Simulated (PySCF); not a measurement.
## Polarisability and C₆ of Au(2+) (gold, charge +2)

[Xe] 4f14 5d9, 2D determinant. All numbers are calculated (PySCF 2.14, a scalar-relativistic core potential, in aug-cc-pVTZ-PP with ECP60MDF (6s6p5d3f2g, 88 functions)). Coupled (time-dependent) response in atomic units; α is the mean over directions.

| method | mean α (bohr³) | α xx, yy, zz | C₆ (like pair) | S(−4) |
| --- | --- | --- | --- | --- |
| UHF | 8.052 | 7.895, 7.895, 8.367 | 51.82 | 12.27 |
| PBE | 8.984 | 8.874, 8.874, 9.205 | 58.79 | 17.10 |
| PBE0 | 8.661 | 8.535, 8.535, 8.913 | 56.43 | 15.21 |

S(−4) is the Cauchy moment in α(ω) = α(0) + S(−4) ω² + …

Spin-orbit coupling is absent.

α(iu) at PBE:

```json
{"u (hartree)": "0", "α(iu) (bohr³)": "8.984"}
{"u (hartree)": "0.0500", "α(iu) (bohr³)": "8.942"}
{"u (hartree)": "0.100", "α(iu) (bohr³)": "8.819"}
{"u (hartree)": "0.200", "α(iu) (bohr³)": "8.381"}
{"u (hartree)": "0.300", "α(iu) (bohr³)": "7.796"}
{"u (hartree)": "0.500", "α(iu) (bohr³)": "6.571"}
{"u (hartree)": "0.750", "α(iu) (bohr³)": "5.290"}
{"u (hartree)": "1.00", "α(iu) (bohr³)": "4.312"}
{"u (hartree)": "1.50", "α(iu) (bohr³)": "2.987"}
{"u (hartree)": "2.00", "α(iu) (bohr³)": "2.170"}
{"u (hartree)": "3.00", "α(iu) (bohr³)": "1.271"}
{"u (hartree)": "5.00", "α(iu) (bohr³)": "0.5715"}
```

A single London oscillator, α(iu) = α/(1 + u²/ω²), gives C₆ = (3/4) ω α². Matching the computed C₆ needs ω = 4 × 58.79 / (3 × 8.984²) = 0.971 hartree.

For an ion, C₆ is the dispersion term alone; charge-induced terms of lower order in 1/R come first.

The components differ because the open shell of this determinant is not spherical; for a pure term their mean is the scalar polarisability.

Energies and moments cover only the electrons outside the core potential. Spin-orbit coupling, absent here, splits the open shell strongly.
